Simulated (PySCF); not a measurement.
Ga(Br)(OH)2 (BrGaH₂O₂), SMILES [Br][Ga]([OH])[OH].

Geometry: B3LYP-D3(BJ)/def2-SVP. One conformer was computed; it need not be the lowest.

Calculation: B3LYP/def2-TZVP run with PySCF.

Symmetry labels are those of the subgroup Cs that the program uses (full group Cs).

Computed valence orbital energies around the gap with their symmetry:
| orbital | symmetry | energy (eV) |
|---|---|---|
| HOMO−7 | A' | -13.38 |
| HOMO−6 | A' | -11.25 |
| HOMO−5 | A' | -9.81 |
| HOMO−4 | A" | -9.63 |
| HOMO−3 | A' | -9.51 |
| HOMO−2 | A" | -8.92 |
| HOMO−1 | A" | -8.53 |
| HOMO | A' | -8.43 |
| LUMO | A' | -1.76 |
| LUMO+1 | A" | -0.73 |
| LUMO+2 | A' | 0.74 |
| LUMO+3 | A' | 1.02 |
